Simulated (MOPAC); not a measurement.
MOPAC input (PM7):

```
PM7 PRECISE GNORM=0.05 LET XYZ GEO-OK AUX(PRECISION=9) THREADS=1
Cu2

Cu   -0.00000000 1   -0.00000000 1   -1.14569503 1
Cu    0.00000000 1    0.00000000 1    1.14569503 1
```

Output:

```
 *******************************************************************************
 **                                                                           **
 **                              MOPAC v23.2.5                                **
 **                                                                           **
 *******************************************************************************
 ** MOPAC's Digital Object Identifier: https://doi.org/10.5281/zenodo.6511958 **
 **                                                                           **
 ** Please cite the open-source release paper for use of this MOPAC version:  **
 ** J. E. Moussa and J. J. P. Stewart (2026)                                  **
 ** MOPAC: An open-source semiempirical molecular orbital program             **
 ** J. Open Source Softw., 11(119), 8025, https://doi.org/10.21105/joss.08025 **
 *******************************************************************************

                              PM7 CALCULATION RESULTS

 *******************************************************************************
 *  PM7        - The PM7 Hamiltonian to be used
 *  GEO-OK     - OVERRIDE INTERATOMIC DISTANCE AND OTHER SAFETY CHECKS
 *  LET        - OVERRIDE SOME SAFETY CHECKS
 *  PRECISE    - TIGHTER CRITERIA TO BE USED
 *  XYZ        - CARTESIAN COORDINATE SYSTEM TO BE USED
 *  GNORM      - EXIT WHEN GRADIENT NORM DROPS BELOW 0.050
 *  AUX        - OUTPUT AUXILIARY INFORMATION
 *******************************************************************************
PM7 PRECISE GNORM=0.05 LET XYZ GEO-OK AUX(PRECISION=9) THREADS=1
 Cu2

   ATOM   CHEMICAL          X               Y               Z
  NUMBER   SYMBOL      (ANGSTROMS)     (ANGSTROMS)     (ANGSTROMS)

     1      Cu         -0.00000000  *  -0.00000000  *  -1.14569503  *
     2      Cu          0.00000000  *   0.00000000  *   1.14569503  *

          CARTESIAN COORDINATES

    NO.       ATOM           X           Y           Z

     1        Cu         -0.0000     -0.0000     -1.1457
     2        Cu          0.0000      0.0000      1.1457

 General Reference for PM7:
 "Optimization of Parameters for Semiempirical Methods VI: More Modifications to the
 NDDO Approximations and Re-optimization of Parameters", J. J. P. Stewart, J. Mol. Mod., 1:32, 19 (2013)
 https://link.springer.com/article/10.1007/s00894-012-1667-x

           Empirical Formula: Cu2  =     2 atoms

      MOLECULAR POINT GROUP   :   D*h

      RHF CALCULATION, NO. OF DOUBLY OCCUPIED LEVELS = 11

          Geometry optimization using EF

          DIAGONAL MATRIX USED AS START HESSIAN

 CYCLE:     1  GRAD.:    65.394 HEAT:  102.9356
 CYCLE:     2  GRAD.:   140.944 HEAT:  114.9738
 CYCLE:     3  GRAD.:    30.890 HEAT:  102.0402
 CYCLE:     4  GRAD.:    22.828 HEAT:  101.8445
 CYCLE:     5  GRAD.:     1.578 HEAT:  101.6747
 CYCLE:     6  GRAD.:     0.073 HEAT:  101.6738
 CYCLE:     7  GRAD.:     0.037 HEAT:  101.6738

     GRADIENT =  0.03701 IS LESS THAN CUTOFF =  0.05000

 -------------------------------------------------------------------------------
 PM7 PRECISE GNORM=0.05 LET XYZ GEO-OK AUX(PRECISION=9) THREADS=1
 Cu2

     GEOMETRY OPTIMISED USING EIGENVECTOR FOLLOWING (EF).
     SCF FIELD WAS ACHIEVED

                              PM7 CALCULATION
                                                       MOPAC v23.2.5 Linux

          FINAL HEAT OF FORMATION =        101.67384 KCAL/MOL =     425.40335 KJ/MOL

          COSMO AREA              =         56.97 SQUARE ANGSTROMS
          COSMO VOLUME            =         36.10 CUBIC ANGSTROMS

          GRADIENT NORM           =          0.03701          =       0.02617 PER ATOM
          IONIZATION POTENTIAL    =          7.158328 EV
          HOMO LUMO ENERGIES (EV) =         -7.158  6.560
          NO. OF FILLED LEVELS    =         11
          MOLECULAR WEIGHT        =        127.0920         POINT GROUP:  D*h

          MOLECULAR DIMENSIONS (Angstroms)

            Atom       Atom       Distance
           Cu     2   Cu     1     2.34825
           Cu     2   Cu     1     0.00000
           Cu     1   Cu     2     0.00000

          SCF CALCULATIONS        =          8

   ATOM   CHEMICAL          X               Y               Z
  NUMBER   SYMBOL      (ANGSTROMS)     (ANGSTROMS)     (ANGSTROMS)

     1      Cu          0.00000000  *   0.00000000  *  -1.17412426  *
     2      Cu          0.00000000  *   0.00000000  *   1.17412426  *

                             CARTESIAN COORDINATES

   1   Cu        0.000000000     0.000000000    -1.174124264
   2   Cu        0.000000000     0.000000000     1.174124264

           Empirical Formula: Cu2  =     2 atoms

      MOLECULAR POINT GROUP   :   D*h

                  EIGENVALUES
 -10.23664 -10.23277 -10.22516 -10.22516 -10.22479 -10.22479 -10.20116 -10.20116
 -10.20110 -10.20110  -7.15833   6.55982  24.14641  25.55955  25.55955  26.09345
  26.09345  28.22833

              NET ATOMIC CHARGES AND DIPOLE CONTRIBUTIONS

  ATOM NO.   TYPE          CHARGE      No. of ELECS.   s-Pop       p-Pop       d-Pop
    1         Cu          -0.000000       11.0000     0.98392     0.01612     9.99996
    2         Cu           0.000000       11.0000     0.98392     0.01612     9.99996
 DIPOLE           X         Y         Z       TOTAL
 POINT-CHG.     0.000     0.000     0.000     0.000
 HYBRID         0.000     0.000    -0.000     0.000
 SUM            0.000     0.000     0.000     0.000

          ATOMIC ORBITAL ELECTRON POPULATIONS

     Atom    s        px        py        pz      x^2-y^2     xz        z^2       yz        xy
    1 Cu   0.98392   0.00000   0.00000   0.01612   2.00000   2.00000   1.99996   2.00000   2.00000
    2 Cu   0.98392   0.00000   0.00000   0.01612   2.00000   2.00000   1.99996   2.00000   2.00000

 **********************
 *                    *
 * JOB ENDED NORMALLY *
 *                    *
 **********************

 == MOPAC DONE ==
```

The geometry given is a B3LYP-D3(BJ)/def2-TZVP minimum.
